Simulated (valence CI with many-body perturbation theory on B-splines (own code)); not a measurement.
# E1 transitions of P I

Method: relativistic CI+MBPT: five valence electrons over a frozen Dirac-Fock core [Ne], a basis of 10 s, 10 p, 9 d, 7 f, 4 g, 2 h functions for each j, with the one-electron correlation potential Σ1, the two-electron term Σ2, the three-electron term Σ3, Breit, model QED; selected CI, second order for the rest, scaled by the run's own slope (own B-spline code, finite nucleus).

Set against measurement, 25 paired levels are off by 60 cm⁻¹ on average, the worst by 174. These come from a selection out of the NIST Handbook of Basic Atomic Spectroscopic Data. Levels without a partner in it may be off by more. Among the levels kept, up to 1300 cm⁻¹ of a level comes from second order outside the variational space, and about a tenth of that is noise between levels of different J, which matters for small intervals.

Lines 151 to 200 of 292 in falling wavelength, among levels below 9.283 eV, chosen from the strongest by gf and those to the six lowest levels. Wavelengths and rates use the calculated energies, so an error of 60 cm⁻¹ moves a line at 9215 Å by 0.55 % and its rate by three times that or more. Electric multipoles are in the length gauge, E1 and E2 with the static RPA response of the core. Weak lines are less certain than strong ones. Lines between different terms over intervals too small for the method are left out, as are lines whose strength nearly cancels. Where a level lies close to another of its J and parity, the split of strength between their lines is uncertain. The highest levels of a list are the least certain.

Names give the largest LS component (configuration and term), which can be under half, so a name can repeat, a term be missing and a line seem to break the LS rules; names also repeat where a configuration has a term twice. Letters in brackets count levels of one name in rising energy.

| λ vac (Å) | λ from measured levels | Upper | Lower | A (s⁻¹) | S (a.u.) |
| --- | --- | --- | --- | --- | --- |
| 9215 | 9178 | 3s²3p²4p ⁴S°_3/2 | 3s²3p²4s ⁴P_1/2 | 1.18e+06 | 1.82e+00 |
| 9193 | 9196 | 3s²3p²4p ²D°_3/2 [a] | 3s²3p²4s ⁴P_1/2 | 2.82e+04 | 4.32e-02 |
| 8315 |  | 3s²3p²4p ²P°_1/2 | 3s²3p²4s ⁴P_1/2 | 8.89e+00 | 5.04e-06 |
| 8237 |  | 3s²3p²4p ²P°_3/2 | 3s²3p²4s ⁴P_1/2 | 2.99e+02 | 3.30e-04 |
| 6149 |  | 3s²3p²4p ²D°_5/2 [b] | 3s²3p²4s ²P_3/2 | 2.32e+06 | 1.59e+00 |
| 6072 |  | 3s²3p²4p ²D°_3/2 [b] | 3s²3p²4s ²P_1/2 | 1.28e+06 | 5.67e-01 |
| 5432 |  | 3s²3p²4p ²D°_3/2 [b] | 3s²3p²4s ⁴P_1/2 | 6.64e+01 | 2.10e-05 |
| 2703 | 2689 | 3s²3p²4s ⁴P_1/2 | 3s²3p³ ²P°_3/2 | 6.46e+04 | 1.26e-03 |
| 2701 | 2687 | 3s²3p²4s ⁴P_1/2 | 3s²3p³ ²P°_1/2 | 1.99e+04 | 3.88e-04 |
| 2691 | 2678 | 3s²3p²4s ⁴P_3/2 | 3s²3p³ ²P°_3/2 | 1.17e+05 | 4.49e-03 |
| 2690 | 2676 | 3s²3p²4s ⁴P_3/2 | 3s²3p³ ²P°_1/2 | 2.38e+04 | 9.15e-04 |
| 2675 | 2660 | 3s²3p²4s ⁴P_5/2 | 3s²3p³ ²P°_3/2 | 5.49e-01 | 3.11e-08 |
| 2568 | 2556 | 3s²3p²4s ²P_1/2 | 3s²3p³ ²P°_3/2 | 2.49e+07 | 4.17e-01 |
| 2567 | 2554 | 3s²3p²4s ²P_1/2 | 3s²3p³ ²P°_1/2 | 5.64e+07 | 9.41e-01 |
| 2548 | 2536 | 3s²3p²4s ²P_3/2 | 3s²3p³ ²P°_3/2 | 7.44e+07 | 2.43e+00 |
| 2547 | 2535 | 3s²3p²4s ²P_3/2 | 3s²3p³ ²P°_1/2 | 1.57e+07 | 5.11e-01 |
| 2467 | 2452 | 3s3p⁴ ⁴P_5/2 | 3s²3p³ ²P°_3/2 | 1.88e+03 | 8.37e-05 |
| 2454 | 2441 | 3s3p⁴ ⁴P_3/2 | 3s²3p³ ²P°_3/2 | 4.69e+01 | 1.37e-06 |
| 2453 | 2439 | 3s3p⁴ ⁴P_3/2 | 3s²3p³ ²P°_1/2 | 2.81e+02 | 8.18e-06 |
| 2450 | 2435 | 3s3p⁴ ⁴P_1/2 | 3s²3p³ ²P°_3/2 | 1.64e+03 | 2.38e-05 |
| 2448 | 2433 | 3s3p⁴ ⁴P_1/2 | 3s²3p³ ²P°_1/2 | 1.07e+03 | 1.54e-05 |
| 2250 | 2243 | 3s²3p²4s ⁴P_1/2 | 3s²3p³ ²D°_3/2 | 3.95e+05 | 4.44e-03 |
| 2242 | 2236 | 3s²3p²4s ⁴P_3/2 | 3s²3p³ ²D°_3/2 | 1.42e+05 | 3.16e-03 |
| 2241 | 2236 | 3s²3p²4s ⁴P_3/2 | 3s²3p³ ²D°_5/2 | 6.17e+05 | 1.37e-02 |
| 2230 | 2223 | 3s²3p²4s ⁴P_5/2 | 3s²3p³ ²D°_3/2 | 5.95e+03 | 1.95e-04 |
| 2229 | 2224 | 3s²3p²4s ⁴P_5/2 | 3s²3p³ ²D°_5/2 | 9.76e+04 | 3.20e-03 |
| 2160 | 2155 | 3s²3p²4s ²D_5/2 | 3s²3p³ ²P°_3/2 | 3.41e+07 | 1.02e+00 |
| 2159 | 2155 | 3s²3p²4s ²D_3/2 | 3s²3p³ ²P°_3/2 | 9.66e+06 | 1.92e-01 |
| 2158 | 2154 | 3s²3p²4s ²D_3/2 | 3s²3p³ ²P°_1/2 | 2.82e+07 | 5.60e-01 |
| 2156 | 2150 | 3s²3p²4s ²P_1/2 | 3s²3p³ ²D°_3/2 | 2.88e+08 | 2.84e+00 |
| 2142 | 2136 | 3s²3p²4s ²P_3/2 | 3s²3p³ ²D°_3/2 | 2.16e+07 | 4.18e-01 |
| 2141 | 2137 | 3s²3p²4s ²P_3/2 | 3s²3p³ ²D°_5/2 | 2.59e+08 | 5.01e+00 |
| 2084 | 2076 | 3s3p⁴ ⁴P_5/2 | 3s²3p³ ²D°_3/2 | 1.76e+02 | 4.72e-06 |
| 2083 | 2077 | 3s3p⁴ ⁴P_5/2 | 3s²3p³ ²D°_5/2 | 1.86e+03 | 4.99e-05 |
| 2075 | 2068 | 3s3p⁴ ⁴P_3/2 | 3s²3p³ ²D°_3/2 | 1.45e+03 | 2.56e-05 |
| 2074 | 2069 | 3s3p⁴ ⁴P_3/2 | 3s²3p³ ²D°_5/2 | 2.01e+03 | 3.54e-05 |
| 2072 | 2064 | 3s3p⁴ ⁴P_1/2 | 3s²3p³ ²D°_3/2 | 1.14e+03 | 1.00e-05 |
| 2041 |  | 3s²3p²3d ²P_3/2 | 3s²3p³ ²P°_3/2 | 6.64e+07 | 1.11e+00 |
| 2040 |  | 3s²3p²3d ²P_3/2 | 3s²3p³ ²P°_1/2 | 1.51e+07 | 2.52e-01 |
| 2033 |  | 3s²3p²3d ²P_1/2 | 3s²3p³ ²P°_3/2 | 2.82e+07 | 2.34e-01 |
| 2032 |  | 3s²3p²3d ²P_1/2 | 3s²3p³ ²P°_1/2 | 5.77e+07 | 4.77e-01 |
| 2029 |  | 3s²3p²3d ⁴F_3/2 | 3s²3p³ ²P°_3/2 | 2.14e+05 | 3.52e-03 |
| 2028 |  | 3s²3p²3d ⁴F_3/2 | 3s²3p³ ²P°_1/2 | 1.33e+04 | 2.18e-04 |
| 2026 |  | 3s²3p²3d ⁴F_5/2 | 3s²3p³ ²P°_3/2 | 1.86e+03 | 4.57e-05 |
| 1963 |  | 3s²3p²3d ⁴D_1/2 | 3s²3p³ ²P°_3/2 | 1.66e+05 | 1.24e-03 |
| 1962 |  | 3s²3p²3d ⁴D_1/2 | 3s²3p³ ²P°_1/2 | 3.44e+05 | 2.56e-03 |
| 1962 |  | 3s²3p²3d ⁴D_3/2 | 3s²3p³ ²P°_3/2 | 1.05e+05 | 1.56e-03 |
| 1961 |  | 3s²3p²3d ⁴D_5/2 | 3s²3p³ ²P°_3/2 | 4.46e+04 | 9.95e-04 |
| 1961 |  | 3s²3p²3d ⁴D_3/2 | 3s²3p³ ²P°_1/2 | 9.10e+04 | 1.35e-03 |
| 1943 |  | 3s²3p²3d ²F_5/2 | 3s²3p³ ²P°_3/2 | 1.83e+04 | 3.97e-04 |
